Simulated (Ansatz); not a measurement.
Geometry optimisation, RKS PBE-D4/def2-SVP (Ansatz 0.2.0).

input.yaml

```yaml
crystal:
  periodic: [false, false, false]
  atoms:
    - { symbol: Ge, position_ang: [0.124631, 0.32943, 1.378978] }
    - { symbol: "N", position_ang: [0.505588, -0.209588, -0.400692] }
    - { symbol: C, position_ang: [-0.313589, -1.252332, -1.010485] }
    - { symbol: H, position_ang: [1.150073, 1.417729, 1.757958] }
    - { symbol: H, position_ang: [-1.334377, 0.834567, 1.369393] }
    - { symbol: H, position_ang: [0.247194, -0.865774, 2.382197] }
    - { symbol: H, position_ang: [-0.010889, 1.97836, -0.907474] }
    - { symbol: F, position_ang: [-0.201315, 2.765256, -0.467354] }
    - { symbol: H, position_ang: [1.507091, -0.402957, -0.510552] }
    - { symbol: H, position_ang: [-0.094899, -1.335482, -2.09836] }
    - { symbol: H, position_ang: [-1.388279, -0.986154, -0.924904] }
    - { symbol: H, position_ang: [-0.191128, -2.273057, -0.568704] }
basis:
  gaussian: { orbitals: def2-SVP }
hamiltonian:
  xc: pbe
  dispersion: d4
relax:
  f_tol: 0.03
  max_steps: 50
```

Command:

```bash
$ ansatz run input.yaml --threads 2 --pin off --max-ram 3072MiB --backend cpu --events-out ev --progress --plain --runs-dir out
```

Problem. Where does it end, and by what steps?

Solution. The run converged. The force dipped under the threshold on the way, but the program's further checks kept it going. After 10 steps the energy has fallen by 0.310 eV; F8 moved furthest, 0.58 Å.

```json
{"step": "0", "energy less start (eV)": "0.0000", "largest force component (eV/Å)": "1.398", "accepted": "yes"}
{"step": "1", "energy less start (eV)": "-0.1316", "largest force component (eV/Å)": "0.676", "accepted": "yes"}
{"step": "2", "energy less start (eV)": "-0.2556", "largest force component (eV/Å)": "0.355", "accepted": "yes"}
{"step": "3", "energy less start (eV)": "-0.2873", "largest force component (eV/Å)": "0.809", "accepted": "yes"}
{"step": "4", "energy less start (eV)": "-0.3038", "largest force component (eV/Å)": "0.297", "accepted": "yes"}
{"step": "5", "energy less start (eV)": "-0.3067", "largest force component (eV/Å)": "0.101", "accepted": "yes"}
{"step": "6", "energy less start (eV)": "-0.3074", "largest force component (eV/Å)": "0.034", "accepted": "yes"}
{"step": "7", "energy less start (eV)": "-0.3083", "largest force component (eV/Å)": "0.034", "accepted": "yes"}
{"step": "8", "energy less start (eV)": "-0.3090", "largest force component (eV/Å)": "0.025", "accepted": "yes"}
{"step": "9", "energy less start (eV)": "-0.3093", "largest force component (eV/Å)": "0.121", "accepted": "yes"}
{"step": "10", "energy less start (eV)": "-0.3096", "largest force component (eV/Å)": "0.029", "accepted": "yes"}
```

```xyz
12
Properties=species:S:1:pos:R:3
Ge 0.128 0.337 1.453
N 0.509 -0.061 -0.361
C -0.334 -1.068 -1.012
H 1.095 1.468 1.862
H -1.356 0.750 1.498
H 0.351 -0.927 2.338
H 0.107 1.424 -0.838
F -0.278 2.328 -0.835
H 1.509 -0.269 -0.490
H -0.067 -1.154 -2.087
H -1.393 -0.740 -0.966
H -0.271 -2.087 -0.561
```

The run took 22 s on 2 threads of Arm Neoverse V2, with other jobs on the host, peak memory 0.16 GiB.
